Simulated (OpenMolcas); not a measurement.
**How methods differ on HfH2Cl2O2 (SMILES Cl[Hf](Cl)(O)O)**

HfH2Cl2O2 has 7 atoms, charge 0, and is taken as a singlet. SMILES: `Cl[Hf](Cl)(O)O`. The shape is that of a PBE0-D4/def2-TZVP optimisation. This is one conformer, not always the lowest.

```tsv
atom	x (Å)	y (Å)	z (Å)
Cl	-1.4564	-2.1750	0.0028
Hf	0.0987	-0.4037	-0.0237
Cl	2.2927	-1.2469	-0.2012
O	-0.2572	0.7048	-1.5209
O	-0.0554	0.5741	1.5940
H	-0.4572	1.3690	-2.1724
H	-0.1652	1.1777	2.3215
```

Each level gives the energy change with the Cl1–Hf2 bond stretched from 2.357 to 4.243 Å (eV). The values are calculated.

```json
{"level": "HF/def2-SVP (core potential) (unrestricted)", "kind": "Hartree–Fock", "program": "OpenMolcas", "value (eV)": "4.50"}
{"level": "SVWN5/def2-SVP (core potential) (restricted)", "kind": "LDA", "program": "OpenMolcas", "value (eV)": "4.31"}
{"level": "PBE/def2-SVP (core potential) (restricted)", "kind": "GGA", "program": "OpenMolcas", "value (eV)": "3.95"}
{"level": "TPSS/def2-SVP (core potential) (restricted)", "kind": "meta-GGA", "program": "OpenMolcas", "value (eV)": "3.98"}
{"level": "r2SCAN/def2-SVP (core potential) (restricted)", "kind": "meta-GGA", "program": "OpenMolcas", "value (eV)": "4.19"}
{"level": "B3LYP/def2-SVP (core potential) (restricted)", "kind": "global hybrid", "program": "OpenMolcas", "value (eV)": "4.11"}
{"level": "MP2/def2-SVP (core potential) (restricted)", "kind": "perturbation theory", "program": "OpenMolcas", "value (eV)": "4.70"}
```

The first shape isn't each level's own minimum. The values span 3.95 to 4.70 eV.
